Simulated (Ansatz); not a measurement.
`Cl[SiH2]C#C[SiH2]Cl` + SiH₄ → `[SiH3]C#C[SiH2]Cl` + `[SiH3]Cl`  (formal exchange of groups at a C–Si bond)

Program: Ansatz. Geometries: PBE0-D4/def2-TZVP. ΔE: electronic, gas phase. CCSD(T)/CBS adds triple-zeta CCSD(T) − MP2 to the extrapolated MP2 energy (def2 sets, frozen cores). This one scheme is used for every species. DFT in def2-TZVPP. HSE06 is defined as in plane-wave codes.

`Cl[SiH2]C#C[SiH2]Cl`:

Cartesian coordinates in Å:
```
Cl -0.980 2.652 -2.318
Si 0.033 0.873 -2.265
C 0.006 0.223 -0.564
C -0.005 -0.222 0.565
Si -0.031 -0.873 2.265
Cl 0.956 -2.665 2.313
H 1.432 1.113 -2.678
H -0.642 -0.082 -3.167
H -1.431 -1.092 2.685
H 0.662 0.073 3.165
```

SiH₄:

Cartesian coordinates in Å:
```
Si 0.000 0.000 0.000
H 1.361 0.187 -0.563
H -0.609 1.326 0.274
H 0.089 -0.775 1.263
H -0.841 -0.738 -0.975
```

`[SiH3]C#C[SiH2]Cl`:

```xyz
10

Si   -0.269    0.484    2.392
C    -0.085    0.082    0.618
C     0.036   -0.177   -0.562
Si    0.212   -0.577   -2.325
Cl    1.140    0.973   -3.291
H     0.533   -0.474    3.190
H     0.214    1.867    2.621
H    -1.701    0.378    2.763
H    -1.125   -0.768   -2.927
H     1.045   -1.788   -2.480
```

`[SiH3]Cl`:

```xyz
5

Si   -0.101   -0.068   -0.040
Cl    1.518    1.021    0.600
H    -1.335    0.604    0.429
H    -0.007   -1.431    0.531
H    -0.075   -0.126   -1.519
```

Problem. Is it downhill or uphill in electronic energy at CCSD(T)/CBS, and by how much? (An estimate is asked.)

Solution. Ansatz gave: Nearly level: ΔE = +1.8 kJ/mol.

Problem. What do these levels give: r2SCANh-D4, r2SCAN0-D4, HSE06-D4, CAM-B3LYP-D4, ωB97M-V, revPBE, r2SCAN, PBE0, CAM-B3LYP, SCS-MP2/def2-TZVPP, CCSD/def2-TZVPP, MP2/CBS(def2)? (Best estimate.)

Solution. Ansatz gave: r2SCANh-D4 2.0, r2SCAN0-D4 1.6, HSE06-D4 1.9, CAM-B3LYP-D4 2.0, ωB97M-V 1.9, revPBE 0.6, r2SCAN 1.6, PBE0 0.6, CAM-B3LYP 0.5, SCS-MP2/def2-TZVPP 2.5, CCSD/def2-TZVPP 1.9, MP2/CBS(def2) 2.5 kJ/mol.

Largest T1 diagnostic among the species: 0.012.

In def2-TZVPP, CCSD(T) changes the Hartree–Fock value by +4.3 kJ/mol (the triples alone add +0.9 kJ/mol) and MP2 by +5.0 kJ/mol. Leaving LDA and LC-ωPBE aside and taking each functional with its dispersion term where it has one, the values, not all of them listed here, spread over 2.3 kJ/mol, from ωB97X-V to revPBE-D4.
